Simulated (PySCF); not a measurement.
C4H7O2, multiplicity 2. Atoms are numbered in the order given.

```xyz
13

C      0.5792     1.2635     0.1018
C      1.3917     0.0419    -0.1702
O      0.6290    -0.9918    -0.7437
C     -0.5205    -1.2342     0.0202
C     -1.3814     0.0095     0.0826
O     -0.6602     1.1007     0.6251
H      1.0643     2.1811     0.4459
H      1.8567    -0.3328     0.7760
H      2.2161     0.2773    -0.8602
H     -1.0726    -2.0586    -0.4553
H     -0.2465    -1.5504     1.0490
H     -1.7210     0.2697    -0.9365
H     -2.2619    -0.1419     0.7235
```
Charge 0, spin multiplicity 2.

Geometry optimised at PBE0-D3(BJ)/def2-SVP. The isomer is the one that the SMILES or the coordinates give; other isomers of the formula were not compared. The values are those of a single conformer.

Method: PBE0-D3(BJ)/def2-SVP (PySCF 2.14.0).

Frequencies are harmonic and unscaled.

| mode | ν (cm⁻¹) | IR (km/mol) | moving atoms (share of kinetic energy) |
|---|---|---|---|
| 1 | 222 | 2.5 | H 50 %, C 39 %, O 10 % |
| 2 | 251 | 13.9 | O 43 %, C 30 %, H 27 % |
| 3 | 394 | 2.1 | H 52 %, O 25 %, C 23 % |
| 4 | 453 | 0.7 | O 69 %, C 26 % |
| 5 | 501 | 13.1 | H 49 %, C 46 % |
| 6 | 555 | 6.7 | H 61 %, C 27 %, O 12 % |
| 7 | 760 | 18.3 | C 45 %, H 38 %, O 17 % |
| 8 | 887 | 4.0 | C 59 %, H 24 %, O 18 % |
| 9 | 914 | 32.6 | H 42 %, C 33 %, O 25 % |
| 10 | 936 | 36.2 | C 43 %, H 35 %, O 22 % |
| 11 | 982 | 28.6 | C 48 %, H 41 %, O 10 % |
| 12 | 1072 | 4.7 | C 48 %, H 43 %, O 8 % |
| 13 | 1086 | 8.8 | C 59 %, H 36 % |
| 14 | 1130 | 0.8 | C 50 %, H 45 % |
| 15 | 1209 | 55.2 | C 48 %, O 44 % |
| 16 | 1236 | 11.8 | H 88 %, C 9 % |
| 17 | 1283 | 14.3 | H 73 %, C 19 % |
| 18 | 1308 | 126.2 | H 49 %, O 31 %, C 20 % |
| 19 | 1320 | 20.0 | H 81 %, O 11 % |
| 20 | 1345 | 2.1 | H 82 %, C 15 % |
| 21 | 1391 | 31.4 | H 64 %, C 35 % |
| 22 | 1413 | 28.4 | H 69 %, C 29 % |
| 23 | 1441 | 7.9 | H 54 %, C 40 % |
| 24 | 1450 | 1.7 | H 91 % |
| 25 | 1470 | 5.8 | H 89 %, C 11 % |
| 26 | 1476 | 22.1 | H 75 %, C 19 % |
| 27 | 2884 | 83.2 | H 93 % |
| 28 | 2993 | 51.9 | H 94 % |
| 29 | 3048 | 44.9 | H 94 % |
| 30 | 3123 | 18.8 | H 92 %, C 8 % |
| 31 | 3133 | 22.8 | H 91 %, C 9 % |
| 32 | 3147 | 20.6 | H 91 %, C 9 % |
| 33 | 3214 | 17.6 | H 92 %, C 8 % |
